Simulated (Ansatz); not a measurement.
Single points on Zr₃O₄⁺.

```yaml
crystal:
  periodic: [false, false, false]
  atoms:
    - {symbol: Zr, position_ang: [0.151674, 2.451606, 1.762687]}
    - {symbol: Zr, position_ang: [-0.039862, 0.088868, -0.009939]}
    - {symbol: Zr, position_ang: [-0.088987, -2.427466, -1.646347]}
    - {symbol: O, position_ang: [0.775483, 0.514249, 1.629583]}
    - {symbol: O, position_ang: [-0.658282, 1.959355, 0.091805]}
    - {symbol: O, position_ang: [-1.113515, -1.673840, -0.297780]}
    - {symbol: O, position_ang: [0.973500, -0.912772, -1.530008]}
basis:
  gaussian: {orbitals: def2-TZVP, initial_orbitals: start.molden}
total_charge: 1
magnetization: {spin_polarized: true, initial_magnetization: 1}
hamiltonian: {xc: {name: LC-wPBE}}
scf: {omitted_lower_state_checks: [starts]}
output: {orbitals: {seedname: orbitals}}
```

The file start.molden holds the orbitals of an earlier run on this structure, at another level or in another basis.

```sh
$ ansatz run in.yaml --threads 4 --pin off --events-out ev --progress --plain --max-ram 4787MiB
```

Output, abridged:

```
Functional definition: LC-wPBE
1567 factors; their error is unknown
543 factors; integrals over basis functions are off by at most 3.1e-5 eV
mean field evaluation 1: about -12030.4178 eV, gradient 7.8e0 eV
mean field evaluation 2: about -12030.7804 eV, gradient 5.2e-1 eV
mean field evaluation 4: about -12030.7867 eV, gradient 1.7e-1 eV
mean field evaluation 8: about -12030.7878 eV, gradient 2.0e-4 eV
mean field -12030.78780252 eV, -442.1232969817 hartree, gradient 1.8e-5 eV, S^2 1.514575; 0 other end points of the search recorded, 0 dependent functions left out
reference -12030.78780253 eV, -442.1232969822 hartree; 34, 33 occupied and 210, 211 virtual orbitals, 1567 factors
Total energy: -12030.78780253 eV, -442.1232969822 hartree
Checks for a lower state left out: starts
```

It took 28 s on 4 threads of Arm Neoverse V1 on a shared host, peak host memory 1.3 GiB.

As the first input, with `hamiltonian: {xc: pbe}`, `correlation: {method: rpa}` and without the key `output` (abridged; 21 s):

```
Functional definition: PBE
mean field -12028.85919298 eV, -442.0524218883 hartree, gradient 3.8e-6 eV, S^2 1.265735
4 core orbitals not correlated: weight in the atoms' cores, before any rotation towards them, 1.000 or more for the frozen orbitals, at most 0.000 for the correlated occupied ones
Total energy: -12022.26212411 eV, -441.8099840792 hartree
Checks for a lower state left out: starts
```

The first input with `hamiltonian: {xc: pbe, dispersion: d4}`, `output: {forces: true, orbitals: {seedname: orbitals}}` (abridged; 15 s):

```
Functional definition: PBE
mean field -12028.85920461 eV, -442.0524223159 hartree, gradient 5.8e-6 eV, S^2 1.265732
Total energy: -12029.15180836 eV, -442.0631753054 hartree
Atom 0 force     0.107767    -1.520507    -0.764326 eV/Å
Atom 1 force    -0.320452    -0.185292    -0.676453 eV/Å
Atom 2 force    -0.007249    -0.423098    -0.274647 eV/Å
Atom 3 force     0.316821     1.111915     1.271073 eV/Å
Atom 4 force    -0.113402     0.773665     0.266719 eV/Å
Atom 5 force    -0.391826    -0.034939     0.342908 eV/Å
Atom 6 force     0.408341     0.278256    -0.165275 eV/Å
Dipole moment:    -0.000560    -0.558989    -0.341551 e Å
Checks for a lower state left out: starts
```

First input, but with `hamiltonian: {xc: pbe0, dispersion: d4}` (abridged; 33 s):

```
Functional definition: PBE0
mean field -12025.73090760 eV, -441.9374595212 hartree, gradient 1.2e-5 eV, S^2 1.378084
Total energy: -12025.98456725 eV, -441.9467813414 hartree
Checks for a lower state left out: starts
```

As the first input, with `hamiltonian: {xc: {name: B2PLYP}}` and without the key `output` (abridged; 24 s):

```
Functional definition: B2PLYP
mean field -12006.30794846 eV, -441.2236789381 hartree, gradient 4.3e-6 eV, S^2 1.450288
4 core orbitals not correlated: weight in the atoms' cores, before any rotation towards them, 1.000 or more for the frozen orbitals, at most 0.000 for the correlated occupied ones
second order -61.79822529 eV of doubles, -0.00000000 eV of singles
Total energy: -12022.99366294 eV, -441.8368676354 hartree
Checks for a lower state left out: starts
```

As the first input, with `gaussian: {orbitals: def2-SVP, initial_orbitals: start.molden}`, `hamiltonian: {xc: pbe0, dispersion: d4}` (abridged; 11 s):

```
Functional definition: PBE0
mean field -12015.12039633 eV, -441.5475304239 hartree, gradient 5.9e-6 eV, S^2 1.372865
Total energy: -12015.37404548 eV, -441.5568518583 hartree
Checks for a lower state left out: starts
```

First input, but with `correlation: {method: mp2}` and without the key `hamiltonian` (abridged; 13 s):

```
Functional definition: HF
mean field -11954.23246047 eV, -439.3099400526 hartree, gradient 3.2e-6 eV, S^2 1.632060
4 core orbitals not correlated: weight in the atoms' cores, before any rotation towards them, 1.000 or more for the frozen orbitals, at most 0.000 for the correlated occupied ones
second order -49.28289475 eV of doubles, -0.00000000 eV of singles
Total energy: -12003.51535522 eV, -441.1210530296 hartree
Checks for a lower state left out: starts
```

Geometry: PBE0-D4/def2-SVP.

In the def2 sets Zr takes a core potential; there is no spin–orbit coupling. LC-ωPBE has ω = 0.4 bohr⁻¹. Correlated methods freeze 4 core orbitals; core or outer-core shells of Zr are correlated, in sets that lack core-valence functions. At LC-ωPBE/def2-TZVP, RPA@PBE/def2-TZVP, PBE-D4/def2-TZVP, PBE0-D4/def2-TZVP and others the charge 1 doublet is spin-contaminated (final ⟨S²⟩ up to 1.63, 0.75 for a pure state). No other spin state of charge 1 was run. The geometry of the doublet was relaxed on an unsound state (⟨S²⟩ 1.76, where a pure state has 0.75). Another isomer (doublet) lies 1.29 eV lower at PBE0-D4/def2-TZVP; other spin states weren't run for this one.
